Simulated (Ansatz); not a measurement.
C₂H₈AlClSi, relaxed with RKS PBE0-D4/def2-TZVP in Ansatz 0.2.0 from a PBE-D4/def2-SVP geometry. The force threshold is 0.005 eV/Å; the program also tests the step.

Total charge 0; spin multiplicity 1. The bonds changed during the relaxation, so this is another structure than the one it started from.

Start:

```xyz
13

Al    1.923    0.144   -1.130
C     0.049    0.657   -0.689
Cl    1.005    2.384   -0.924
C    -0.554    0.564    0.676
Si   -1.293   -1.189    0.890
H     2.314   -0.148   -2.650
H     2.859   -0.156    0.131
H    -0.701    0.725   -1.502
H    -1.358    1.309    0.872
H     0.213    0.667    1.474
H    -1.882   -1.305    2.269
H    -0.208   -2.216    0.715
H    -2.369   -1.436   -0.132
```

By how much does the energy fall, and how many steps does the optimiser take? (Best estimate.)

Computed: 5.01 kJ/mol, in 9 steps.

Which bonds change most? (Best estimate.)

Ansatz gave: C2–Cl3 from 1.988 to 1.928 Å; Al1–Cl3 from 2.430 to 2.399 Å; C4–Si5 from 1.915 to 1.890 Å; Al1–C2 from 1.992 to 1.970 Å.

Give the relaxed structure. (Best estimate.)

Ansatz gave: 
```xyz
13

Al    1.916    0.151   -1.133
C     0.064    0.645   -0.674
Cl    0.955    2.338   -0.911
C    -0.536    0.546    0.686
Si   -1.297   -1.172    0.887
H     2.284   -0.124   -2.646
H     2.881   -0.112    0.095
H    -0.679    0.679   -1.470
H    -1.315    1.293    0.875
H     0.223    0.647    1.468
H    -1.929   -1.276    2.227
H    -0.240   -2.210    0.755
H    -2.327   -1.405   -0.159
```
